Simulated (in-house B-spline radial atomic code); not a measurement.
Zn²⁺. Computed with a B-spline radial atomic code. Model: non-relativistic spherical atom: semilocal Troullier-Martins pseudo-atom, one channel per l, against all electrons, high spin, G0W0 and RPA with empty states to l = 8, local potential for every l without a channel, a model core (radius 0 = none) keeps its share of the functional.

What the tables leave out is listed at the end.

The pseudopotential gives back the lowest level of each angular momentum of its own functional in the configuration it was made in; a second state of the same l is only approximately right. Exact exchange, RPA and GW see the smooth pseudo-orbitals and miss the exchange with the core, for which the functional's share stands in. The column with an uncorrelated core keeps all orbitals and exact exchange, and so separates missing core correlation from pseudisation. Only the three outermost levels and the lowest empty one were computed. RPA here is direct RPA, with no exchange kernel, and its energies carry an (l + 1/2)⁻⁴ tail. A hybrid on a potential with a model core restores only its own semilocal share of the core's exchange.

Command:
```bash
python run_psgw.py task.json out
```
Settings (lengths in bohr, energies in hartree):
```
Z                      30
electrons              28
configuration          [Ar] 3d10
generated_in           [Ar] 3d10 4s2
functional             lda,vwn
core_shells            4
radius_factor          1.15
core_correction        False
```

Run time, properties included: 24 s on 1 thread of Arm Neoverse N1, with other jobs on the host.

Given: made with LDA VWN5; model core radius 0 bohr; local radius 0.946 bohr; mean-field start LDA VWN5.

Valence shells of the generating configuration: 3p, 3d, 4s.

Channel: s 2.417, p 0.686, d 1.939 (radii in bohr).

Computed: largest level miss in the spin-unpolarised generating configuration 0 eV; valence RPA correlation energy all-electron orbitals -1.181 hartree; all-electron RPA polarisability, core included 2.5978 bohr³; pseudo-atom RPA polarisability 2.7287 bohr³.

```tsv
level	occupied	mean-field all-electron (eV)	mean-field pseudo minus all (eV)	G0W0 all-electron (eV)	G0W0 uncorrelated core minus all (eV)	G0W0 pseudo minus all (eV)	exchange self-energy all-electron (eV)	exchange self-energy pseudo (eV)
3d	1	-31.456	-0.222	-40.237	0.102	1.291	-52.432	-41.257
4s (empty)	0	-22.777	-0.049	-17.862	-0.082	-1.507	-3.8824	-4.9973
```

Problem. What is the valence RPA correlation energy pseudo?

Solution. -1.2155 hartree.

Given: mean-field start PBE0.

Computed: valence RPA correlation energy pseudo -1.1756 hartree; all-electron RPA polarisability, core included 2.2237 bohr³; pseudo-atom RPA polarisability 2.3558 bohr³.

| level | occupied | mean-field all-electron (eV) | mean-field pseudo minus all (eV) | G0W0 all-electron (eV) | G0W0 uncorrelated core minus all (eV) | G0W0 pseudo minus all (eV) | exchange self-energy all-electron (eV) | exchange self-energy pseudo (eV) |
| --- | --- | --- | --- | --- | --- | --- | --- | --- |
| 3d | 1 | -33.954 | -0.19 | -40.206 | 0.103 | 0.895 | -52.669 | -41.549 |
| 4s (empty) | 0 | -21.013 | -0.503 | -17.752 | -0.069 | -1.427 | -3.4159 | -4.9154 |

Problem. What is the valence RPA correlation energy all-electron orbitals?

Solution. -1.1289 hartree.

Given: mean-field start Hartree-Fock.

Computed: valence RPA correlation energy all-electron orbitals -1.0136 hartree; all-electron RPA polarisability, core included 1.5582 bohr³; pseudo-atom RPA polarisability 1.8128 bohr³.

| level | occupied | mean-field all-electron (eV) | mean-field pseudo minus all (eV) | G0W0 all-electron (eV) | G0W0 uncorrelated core minus all (eV) | G0W0 pseudo minus all (eV) | exchange self-energy all-electron (eV) | exchange self-energy pseudo (eV) |
| --- | --- | --- | --- | --- | --- | --- | --- | --- |
| 3d | 1 | -41.74 | 0.981 | -40.264 | 0.097 | 0.018 | -53.115 | -41.674 |
| 4s (empty) | 0 | -16.474 | -1.807 | -17.355 | -0.043 | -1.649 | -2.4101 | -5.0811 |

Problem. What is the valence RPA correlation energy pseudo?

Solution. -1.0811 hartree.

Among the listed levels the largest G0W0 shift of the pseudo-atom is -1.65 eV, for 4s (empty) on the Hartree-Fock start, while leaving the core uncorrelated moves that level by -0.04 eV. So pseudisation and the lost core exchange, not the missing core correlation, make the error. Not in the tables (levels of low weight, unsolved or above zero; the highest and the empty levels are kept at any weight): on LDA the G0W0 levels 3p (pseudo minus all +4.38 eV, weights 0.24 and 0.56); on PBE0 the G0W0 levels 3p (pseudo minus all +4.97 eV, weights 0.59 and 0.56); on Hartree-Fock the G0W0 levels 3p (pseudo minus all +2.46 eV, weights 0.78 and 0.76).
